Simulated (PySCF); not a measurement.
H₃BFNO (SMILES NB(O)F), singlet, geometry from GFN2-xTB. Base run: HF/6-31G* (PySCF).

PySCF was given this input:
```python
from pyscf import gto, scf, solvent

mol = gto.Mole()
mol.atom = '''
    B    -0.00829614   -0.00706802    0.01970268
    F     1.29199775   -0.19077503   -0.30200049
    O    -0.45875010   -0.44757323    1.21101917
    H     0.21039425   -0.87016956    1.74816308
    N    -0.83204018    0.63390601   -0.90016760
    H    -1.80449370    0.80370587   -0.72899744
    H    -0.49811753    0.96202282   -1.78665468
'''
mol.basis = '6-31g*'
mol.verbose = 4
mol.build()

mf = scf.RHF(mol)
mf.kernel()
```

The base run was repeated with changes; each row names its change, and settings that it needs were set with it.

```
change                                                    ΔE vs base (kcal/mol)  dipole (D)  HOMO-LUMO gap (eV)
--------------------------------------------------------  ---------------------  ----------  ------------------
base                                                                      0.000        0.67               17.48
model = IEF-PCM; solvent = water                                          -6.89        0.74               17.82
model = COSMO; solvent = acetonitrile                                     -6.72        0.74               17.81
model = IEF-PCM; solvent = acetonitrile; vdw_scale = 1.0                 -12.84        0.76               17.98
model = IEF-PCM; solvent = acetonitrile; r_probe = 0.5                    -2.33        0.72               17.61
model = SS(V)PE; solvent = acetonitrile                                   -6.69        0.74               17.80
model = C-PCM; solvent = acetonitrile                                     -6.82        0.74               17.81
model = IEF-PCM; solvent = dimethylsulfoxide                              -6.80        0.74               17.81
model = IEF-PCM; solvent = 2-propanol                                     -6.48        0.74               17.79
model = IEF-PCM; solvent = methanol                                       -6.70        0.74               17.81
model = IEF-PCM; solvent = acetonitrile; vdw_scale = 1.1                  -9.26        0.75               17.89
model = ddCOSMO; solvent = acetonitrile                                   -4.48        0.73               17.72
```

The base is the gas phase, so ΔE is the electrostatic part of solvation at a fixed geometry, without cavity and dispersion terms.
